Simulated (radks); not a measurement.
The numbers below are computed, except where a source is named.
Gd+, 63 electrons, occupied as [Xe] 4f8 5d1 (not the ground configuration). Level of theory: scalar-relativistic Kohn-Sham, SCAN, spin-polarised, spherical densities, finite nucleus; open shells are filled with parallel spins first (spin-orbit coupling, left out, can overturn this in heavy ions); meta-GGA in the generalised Kohn-Sham scheme; Fermi nuclear charge, rms radius 5.1569 fm (a radial shooting solver on a logarithmic mesh with Libxc functionals). Some entries of the table are withheld. Estimate them.

| orbital | occ. | eigenvalue (eV) | <1/r> (bohr^-1) |
|---|---|---|---|
| 1s down | 1 | -50167.04 | 71.64 |
| 1s up | 1 | -50167.04 | 71.64 |
| 2s up | 1 | -8302.660 | 16.64 |
| 2s down | 1 | -8302.554 | 16.64 |
| 2p up | 3 | -7384.150 | 15.52 |
| 2p down | 3 | -7384.072 | 15.52 |
| 3s up | 1 | -1847.922 | 6.112 |
| 3s down | 1 | -1845.373 | 6.119 |
| 3p up | 3 | -1561.304 | 5.737 |
| 3p down | 3 | -1558.675 | 5.745 |
| 3d up | 5 | -1183.049 | 5.436 |
| 3d down | 5 | -1180.902 | 5.443 |
| 4s up | 1 | -375.9408 | 2.563 |
| 4s down | 1 | -369.9310 | 2.560 |
| 4p up | 3 | -281.1317 | 2.357 |
| 4p down | 3 | -275.0865 | 2.354 |
| 4d up | 5 | -149.8119 | 2.075 |
| 4d down | 5 | -143.5985 | 2.070 |
| 5s up | 1 | -51.9914 | (1) |
| 5s down | 1 | -49.9694 | (2) |
| 5p up | 3 | (3) | 0.8157 |
| 5p down | 3 | (4) | 0.8001 |
| 4f up | 7 | (5) | 1.474 |
| 5d up | 1 | -6.2329 | 0.4560 |
| 4f down | 1 | (6) | 1.399 |

Answer. 
(1) 5s up <1/r> (bohr^-1): 0.9841
(2) 5s down <1/r> (bohr^-1): 0.9561
(3) 5p up eigenvalue (eV): -29.7724
(4) 5p down eigenvalue (eV): -28.1335
(5) 4f up eigenvalue (eV): -9.1689
(6) 4f down eigenvalue (eV): -3.2925
